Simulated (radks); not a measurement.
Problem. The gold ion Au3+, configuration [Xe] 4f14 5d7 7f1 (not the ground configuration). Calculated with a radial shooting solver on a logarithmic mesh with Libxc functionals: Dirac Kohn-Sham, PBEsol, spin-unpolarised, spherical densities, point nucleus; open shells are shared between the two j in proportion to 2j + 1. Some entries of the table are withheld. Estimate them.

| orbital | occ. | eigenvalue (eV) | <r> (bohr) | <r^2> (bohr^2) |
|---|---|---|---|---|
| 1s1/2 | 2 | -80677.84 | 0.01686 | 0.0003932 |
| 2s1/2 | 2 | -14264.36 | 0.07046 | 0.005938 |
| 2p1/2 | 2 | -13679.87 | 0.05799 | 0.004203 |
| 2p3/2 | 4 | -11844.96 | 0.06654 | 0.005391 |
| 3s1/2 | 2 | -3403.958 | 0.1833 | 0.03858 |
| 3p1/2 | 2 | -3141.471 | (1) | (2) |
| 3p3/2 | 4 | -2736.584 | (3) | (4) |
| 3d3/2 | 4 | -2301.241 | 0.1648 | 0.03191 |
| 3d5/2 | 6 | -2214.207 | 0.1696 | 0.03365 |
| 4s1/2 | 2 | -777.0866 | (5) | 0.1871 |
| 4p1/2 | 2 | -665.2286 | (6) | 0.1909 |
| 4p3/2 | 4 | -568.0270 | (7) | 0.2237 |
| 4d3/2 | 4 | -385.1478 | (8) | 0.2363 |
| 4d5/2 | 6 | -367.0457 | (9) | 0.2479 |
| 5s1/2 | 2 | -156.7537 | 0.9216 | 0.9520 |
| 4f5/2 | 6 | -132.3957 | 0.4944 | 0.2960 |
| 4f7/2 | 8 | -128.5765 | 0.5014 | 0.3044 |
| 5p1/2 | 2 | -120.1154 | 0.9912 | 1.108 |
| 5p3/2 | 4 | -103.0472 | 1.082 | 1.319 |
| 5d3/2 | 2.8 | -52.7166 | 1.362 | (10) |
| 5d5/2 | 4.2 | -50.7170 | 1.401 | (11) |
| 7f5/2 | 0.428571 | -6.1420 | 10.39 | 122.5 |
| 7f7/2 | 0.571429 | -6.1271 | 10.40 | 122.8 |

Solution. 
(1) 3p1/2 <r> (bohr): 0.1736
(2) 3p1/2 <r^2> (bohr^2): 0.03518
(3) 3p3/2 <r> (bohr): 0.1893
(4) 3p3/2 <r^2> (bohr^2): 0.04160
(5) 4s1/2 <r> (bohr): 0.4070
(6) 4p1/2 <r> (bohr): 0.4094
(7) 4p3/2 <r> (bohr): 0.4435
(8) 4d3/2 <r> (bohr): 0.4519
(9) 4d5/2 <r> (bohr): 0.4631
(10) 5d3/2 <r^2> (bohr^2): 2.130
(11) 5d5/2 <r^2> (bohr^2): 2.251
